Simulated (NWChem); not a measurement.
Molecule: C6H7, doublet; SMILES [C]1=CCCC=C1

```xyz
13

C     -1.4439    -0.0357     0.1157
C     -0.8993     1.1743     0.0958
C      0.5770     1.2407    -0.2577
C      1.3193    -0.0034     0.2356
C      0.5770    -1.2808    -0.0512
C     -0.7718    -1.2911    -0.0980
H     -1.4653     2.0938     0.2762
H      0.6740     1.3287    -1.3579
H      1.0362     2.1478     0.1648
H      2.3302    -0.0381    -0.1993
H      1.4659     0.0649     1.3331
H      1.1427    -2.2104    -0.1728
H     -1.3336    -2.2103    -0.2853
```
Atoms are numbered in this order, from 1.

Computed with NWChem. Spin-unrestricted. Geometry: optimised at PBE0/def2-SVP, spin-unrestricted. Not confirmed as a minimum by frequencies. No stability test was run on the SCF state. Level B3LYP/def2-SVP: energy and gradient; each run changes one setting, and changes count from the defaults (medium grid, exact Coulomb integrals, symmetry on).

```csv
setting,size of the energy change (μHa),largest change of a gradient component (μHa/bohr)
defaults,< 10,< 30
coarse grid,30,200
symmetry off,< 10,other frame
Becke weights,< 10,30
```
